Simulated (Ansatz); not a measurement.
Isomers of H4OSeSi, B3LYP-D3(BJ)/def2-TZVP minima from an xTB search, which can miss the lowest.
Isomer 1, SMILES O[SiH2][SeH] (charge 0, multiplicity 1):
```xyz
7

O     -1.5203    -0.5794    -0.1554
Si    -0.2913     0.4469     0.2264
Se     1.6668    -0.6362     0.7464
H     -1.3386    -1.3058    -0.7573
H      0.0150     1.3751    -0.8830
H     -0.7409     1.1611     1.4326
H      2.2093    -0.4616    -0.6097
```
Isomer 2, SMILES [SiH3]O[SeH] (charge 0, multiplicity 1):
```xyz
7

Si    -0.903     0.148    -0.013
O      0.598     0.841     0.186
Se     1.990    -0.205     0.709
H     -0.866    -0.869    -1.090
H     -1.796     1.265    -0.387
H     -1.364    -0.493     1.239
H      2.341    -0.688    -0.645
```

Correlated levels freeze the cores. Filled d and f shells under p-block atoms count as core. MP2 and its Hartree–Fock in def2-QZVPP are density fitted.

Codes used: Ansatz (a quantum-chemistry and plane-wave program) with Gaussian orbitals. Each number belongs to the level named beside it.

The energy of isomer 2 above isomer 1 is E(isomer 2) − E(isomer 1). Total energies (hartree):

```csv
level,isomer 2,isomer 1
HF/def2-TZVPP,-2766.0200265,-2766.0916793
MP2/def2-TZVPP,-2766.5440999,-2766.6157990
HF/def2-QZVPP,-2766.0814939,-2766.1521162
MP2/def2-QZVPP,-2766.6482708,-2766.7200435
CCSD(T)/def2-TZVPP,-2766.6018100,-2766.6711355
```

Task: Work out the energy of isomer 2 above isomer 1 at the basis-set limit: extrapolate the MP2 correlation part as X⁻³, take Hartree–Fock from the larger set, and add the CCSD(T) − MP2 difference of def2-TZVPP.

Result: 
1. Differences (1 hartree = 627.509 kcal/mol): HF/def2-TZVPP 44.963; MP2/def2-TZVPP 44.992; HF/def2-QZVPP 44.316; MP2/def2-QZVPP 45.038; CCSD(T)/def2-TZVPP 43.502.
2. Correlation parts, MP2 less HF: 0.029 in def2-TZVPP (X = 3), 0.722 in def2-QZVPP (X = 4).
3. Limit (4³·(0.722) − 3³·(0.029))/(4³ − 3³) = 1.227; with HF/def2-QZVPP it gives 45.544.
4. CCSD(T) less MP2 in def2-TZVPP: -1.489.
Result: 44.05 kcal/mol, against 44.99 at MP2/def2-TZVPP. It is an estimate of this method's limit, not of the exact value.
